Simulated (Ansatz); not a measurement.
`C[Se]CN`. The species carries charge 0 and has multiplicity 1. All single points use the PBE0-D4/def2-TZVP geometry. It is one conformer, not always the lowest.

```xyz
11

C    -0.906   -0.292    1.456
Se   -1.144   -0.964   -0.349
C     0.082    0.316   -1.239
N     1.472    0.240   -0.922
H     0.130   -0.404    1.778
H    -1.540   -0.891    2.108
H    -1.214    0.751    1.518
H    -0.075    0.124   -2.301
H    -0.294    1.316   -1.017
H     1.654    0.496    0.040
H     1.836   -0.692   -1.071
```

**Question.** What is the dipole moment at B3LYP/def2-TZVPP? (Estimate.)

**Answer.** Ansatz gave: 1.48 D, with components (0.75, 0.49, 1.17) D in this frame, pointing from negative to positive charge.

**Question.** And with PBE, r2SCAN, ωB97M-V? (Estimate.)

**Answer.** Computed: PBE 1.51 D, r2SCAN 1.60 D, ωB97M-V 1.46 D.

**Question.** Give the Mulliken charges with B3LYP, r2SCAN, PBE in def2-TZVPP. (Best estimate.)

**Answer.** Ansatz gave: 
| atom | B3LYP | r2SCAN | PBE |
| --- | --- | --- | --- |
| C1 | -0.39 | -0.27 | -0.38 |
| Se2 | -0.03 | -0.08 | -0.05 |
| C3 | -0.16 | -0.03 | -0.17 |
| N4 | -0.30 | -0.34 | -0.30 |
| H5 | 0.11 | 0.08 | 0.11 |
| H6 | 0.13 | 0.10 | 0.13 |
| H7 | 0.12 | 0.09 | 0.12 |
| H8 | 0.12 | 0.08 | 0.13 |
| H9 | 0.12 | 0.08 | 0.12 |
| H10 | 0.13 | 0.14 | 0.15 |
| H11 | 0.13 | 0.15 | 0.15 |

B3LYP here is the variant with VWN-RPA as its local correlation; programs differ in this.
